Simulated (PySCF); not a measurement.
C2H3, SMILES [CH2+][CH] (connectivity only; charge and spin as stated), charge +1, multiplicity 1. Geometry optimised at PBE-D3(BJ)/def2-TZVP.

Computed with PBE-D3(BJ)/def2-TZVP run with PySCF.

Harmonic wavenumbers (cm⁻¹): 220, 637, 782, 1039, 1107, 1761, 2930, 2964, 3223. Rotational constants (GHz): 282.7, 32.74, 29.34; symmetry number 2.

**Question.** Work out the zero-point energy and the ideal-gas rigid-rotor harmonic-oscillator thermochemistry at 298.15 K and 1 atm.

**Answer.** ZPE = ½ Σ hcν = ½ × 14664 cm⁻¹ = 20.96 kcal/mol. H − E(el) = 23.84 kcal/mol. Entropy in cal/(mol K): translation 35.82, rotation 16.34, vibration 2.72, total 54.88. G − E(el) = 7.48 kcal/mol. Cp = 12.03 cal/(mol K).
